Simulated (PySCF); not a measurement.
## How exact exchange moves a shielding

Molecule: SMILES [SiH3]C([SiH3])[SiH2]Cl, CH$_{9}$ClSi$_{3}$.

Mapped SMILES: `[SiH3:1][CH:2]([SiH3:3])[SiH2:4][Cl:5]`. Hydrogens are named by the atom that carries them.

GIAO shieldings (ppm, equivalent atoms averaged) in PySCF 2.14 on the PBE0-D3(BJ)/def2-SVP geometry, basis pcSseg-1, gas phase, non-relativistic:

| functional | exact exchange (%) | σ(Si4) | σ(Si1/Si3) | σ(Cl5) |
| --- | --- | --- | --- | --- |
| BLYP | 0 | 330.6 | 396.3 | 936.0 |
| BP86 | 0 | 339.3 | 405.5 | 942.4 |
| PBE | 0 | 340.5 | 407.1 | 942.5 |
| PBE0 | 25 | 357.3 | 420.3 | 967.6 |
| mPW1PW91 | 25 | 356.0 | 418.2 | 967.3 |
| BHandHLYP | 50 | 365.0 | 423.8 | 981.8 |
| HF | 100 | 402.6 | 453.1 | 1016.3 |

Question: Fit each shielding as a line in the percentage of exact exchange.

Answer: σ(Si4) = 337.5 + 0.64 x (rms 3.8 ppm); σ(Si1/Si3) = 403.9 + 0.49 x (rms 4.0 ppm); σ(Cl5) = 943.1 + 0.76 x (rms 4.1 ppm). The functionals also differ in their semilocal parts, which the line can't hold; Hartree–Fock has no correlation at all.

Question: What does the line predict for B3LYP (20 %), and what does the run give?

Answer: σ(Si4): 350.3 predicted, 344.2 computed; σ(Si1/Si3): 413.7 predicted, 407.3 computed; σ(Cl5): 958.3 predicted, 956.6 computed ppm.
